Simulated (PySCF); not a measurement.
Estimate the missing entries of this data sheet.

Compound: [AlCl3(PMe3)], C3H9AlCl3P.
SMILES with atom numbers: `[CH3:1][P+:2]([CH3:3])([CH3:4])[Al-:5]([Cl:6])([Cl:7])[Cl:8]` (hydrogens: H9, H10, H11 on C1; H12, H13, H14 on C3; H15, H16, H17 on C4)

Conformer (atom-mapped SMILES and torsion angles): `[CH3:1][P+:2]([CH3:3])([CH3:4])[Al-:5]([Cl:6])([Cl:7])[Cl:8]`: C1–P2–Al5–Cl6 -61°.

| property | level | value |
| --- | --- | --- |
| rotational constants A, B, C | PBE0-D3(BJ)/def2-SVP | ? |
| dipole moment | CAM-B3LYP/def2-SVPD | ? |
| HOMO energy | CAM-B3LYP/def2-SVPD | -9.44 eV |
| LUMO energy | CAM-B3LYP/def2-SVPD | ? |
| lowest singlet excitation | TDDFT CAM-B3LYP/def2-SVPD | ? |
| static isotropic polarisability | CAM-B3LYP/def2-SVPD | ? |
| electronic spatial extent ⟨r²⟩ about the centre of nuclear charge | CAM-B3LYP/def2-SVPD | ? |

The electronic properties come from PySCF, for the isolated species, density fitting.

Question: What is the LUMO energy?

Answer: 0.45 eV.

Question: Give the lowest singlet excitation.

Answer: 7.38 eV (168 nm, f = 0.077).

Question: What is the dipole moment?

Answer: 7.48 D.

Question: What is the static isotropic polarisability?

Answer: 124.5 au.

Question: The rotational constants A, B, C?

Answer: 0.838, 0.641, 0.637 GHz.

Question: The electronic spatial extent ⟨r²⟩ about the centre of nuclear charge?

Answer: 2273 bohr².

The 6 singlets span 7.38 to 7.95 eV, and their oscillator strengths add up to 0.26. The polarisability is 18.45 Å³ as a volume (1 au = 0.148185 Å³), or 1.17 au for each of the 106 electrons. No computed singlet falls in the visible range (750 to 380 nm, 1.65 to 3.26 eV); S1 lies 4.12 eV above its blue end. The principal polarisabilities are 123.3, 123.6 and 126.6 au; their mean is the isotropic value. The largest Löwdin shares of the HOMO are 0.26 on P2, 0.17 on Cl8, 0.16 on Cl6 and 0.15 on Cl7.

For the geometry optimisation (PBE0-D3(BJ)/def2-SVP), time: 2.6 min wall; peak memory 0.97 GiB. Hardware: one thread, Arm Neoverse V2 (aarch64), no GPU, shared host with 96 logical CPUs at a one-minute load of 42.
